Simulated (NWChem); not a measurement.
System: CH$_{5}$ClOSi; SMILES CO[SiH2]Cl

Input file for NWChem:

```
start job
memory heap 200 mb stack 900 mb global 1100 mb
geometry units angstroms noautoz
  Si     0.878598    -0.078286     0.044305
  Cl    -0.493746    -1.628110    -0.042050
  O      0.188383     1.329244    -0.462510
  C     -0.911538     1.965702     0.134834
  H      1.991848    -0.364940    -0.888663
  H      1.323015     0.016071     1.463370
  H     -0.709634     2.233204     1.187949
  H     -1.122852     2.891569    -0.419806
  H     -1.812679     1.329126     0.105086
end
basis spherical
  * library def2-svp
end
dft
  xc xpbe96 cpbe96
  iterations 150
  vectors input atomic output neutral.movecs
end
task dft energy
charge 1
dft
  odft
  mult 2
  vectors input atomic output cation.movecs
end
task dft energy
```

Structure relaxed at the PBE0/def2-SVP level.

Ions are spin-unrestricted doublets at the neutral geometry; other ion states weren't tried.

### Question
Give the results of this calculation. (PBE/def2-SVP, vertical spin-unrestricted ions.) Quantities: vertical ionisation energy, ΔSCF (eV); −ε(HOMO) (eV).

### Answer
- vertical ionisation energy, ΔSCF (eV) = 10.10
- −ε(HOMO) (eV) = 6.89
